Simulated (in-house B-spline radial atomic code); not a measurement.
Configurations of Bi3+, with energies counted from [Xe] 4f14 5d10 6s2. Computed with a radial B-spline atomic code at the basis-set limit: Dirac-Hartree-Fock, average of configuration, Fermi nucleus of rms radius 5.5211 fm. Energies include first-order Breit, QED and recoil terms.

Occupations are held fixed; configurations that lie above the ionisation limit could autoionise.

```json
{"configuration": "[Xe] 4f14 5d10 6s1 (8d5/2)1", "E - E(ref) (eV)": "35.187", "highest orbital": "8d5/2", "its <r> (bohr)": "10.44"}
{"configuration": "[Xe] 4f14 5d10 6s1 (10p1/2)1", "E - E(ref) (eV)": "37.696", "highest orbital": "10p1/2", "its <r> (bohr)": "16.6"}
{"configuration": "[Xe] 4f14 5d10 6s1 (9g7/2)1", "E - E(ref) (eV)": "39.868", "highest orbital": "9g7/2", "its <r> (bohr)": "27.76"}
{"configuration": "[Xe] 4f14 (5d3/2)3 (5d5/2)6 6s2 (6d5/2)1", "E - E(ref) (eV)": "44.024", "highest orbital": "6d5/2", "its <r> (bohr)": "3.579"}
{"configuration": "[Xe] 4f14 (5d3/2)3 (5d5/2)6 (5g9/2)1 6s2", "E - E(ref) (eV)": "54.946", "highest orbital": "5g9/2", "its <r> (bohr)": "6.824"}
{"configuration": "[Kr] 4d10 4f14 5s2 (5p1/2)2 (5p3/2)3 5d10 6s2 (8p1/2)1", "E - E(ref) (eV)": "123.17", "highest orbital": "8p1/2", "its <r> (bohr)": "7.919"}
```

(1) Order these further configurations by energy, lowest first.
A. [Xe] (4f5/2)5 (4f7/2)8 5d10 6s2 (6f7/2)1
B. [Kr] 4d10 4f14 5s2 (5p1/2)1 (5p3/2)4 5d10 6s2 (8d3/2)1
C. [Xe] 4f14 (5d3/2)3 (5d5/2)6 6s2 9s1
D. [Xe] 4f14 5d10 (5f7/2)1 6s1
E. [Xe] 4f14 (5d3/2)3 (5d5/2)6 6s2 (9g7/2)1

(2) How far above the reference does [Xe] 4f14 (5d3/2)4 (5d5/2)5 6s2 10s1 lie?

(3) How far above the reference does [Xe] 4f14 (5d3/2)3 (5d5/2)6 (5f5/2)1 6s2 lie?

Answers

(1) D (27.632 eV), C (56.042 eV), E (60.98 eV), B (150.3 eV), A (189.29 eV).

(2) 55.278 eV; its least bound orbital is 10s1/2 with <r> = 15.17 bohr.

(3) 48.43 eV; its least bound orbital is 5f5/2 with <r> = 3.482 bohr.
